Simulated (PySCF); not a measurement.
Pb(Cl)2 anion (Cl₂Pb), SMILES [Cl][Pb][Cl] (connectivity only; charge and spin as stated), charge -1, multiplicity 2.

The structure is a stationary point at PBE-D3(BJ)/def2-SVPD. The multiplicity is an assumed one; other spin states were not compared. The isomer is the one that the SMILES or the coordinates give; other isomers of the formula were not compared. The def2 effective core potentials stand for the cores of Pb; spin–orbit coupling is left out.

Method: PySCF with ωB97X/def2-TZVPD.

- total energy: -1113.50902 hartree
- point group: C2v
- α spin, highest occupied and lowest empty level: -2.06 and 4.17 eV
- β spin, highest occupied and lowest empty level: -5.48 and 3.41 eV
- dipole moment about the centre of nuclear charge: 5.64 D
- mean static polarisability: 108.1 bohr³ (16.02 Å³)
- polarisability, principal values: 100.9, 106.5, 116.9 bohr³
- ⟨S²⟩: 0.752 (pure state 0.75)
